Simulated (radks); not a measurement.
Task: Species: S. Configuration: [Ne] 3s2 3p4 (the NIST ground configuration). Calculated with a radial shooting solver on a logarithmic mesh with Libxc functionals: scalar-relativistic Kohn-Sham, PBEsol, spin-polarised, spherical densities, finite nucleus; open shells are filled with parallel spins first; Fermi nuclear charge, rms radius 3.2611 fm. Some entries of the table are withheld. Estimate them.

orbital  occ.  eigenvalue (eV)  r(max) (bohr)  <r> (bohr)
1s up       1        -2401.672        0.06337     0.09699
1s down     1        -2401.403        0.06336     0.09698
2s up       1        -211.1935         0.3887      0.4798
2s down     1        -210.9281         0.3888      0.4796
2p up       3        -156.3176         0.3258      0.4430
2p down     3        -155.9528         0.3260      0.4428
3s up       1         -17.9277            (1)       1.691
3s down     1         -16.0802            (2)       1.704
3p up       3          -7.6461            (3)       2.043
3p down     1          -5.9647            (4)       2.116

Result: 
(1) 3s up r(max) (bohr): 1.411
(2) 3s down r(max) (bohr): 1.411
(3) 3p up r(max) (bohr): 1.601
(4) 3p down r(max) (bohr): 1.613
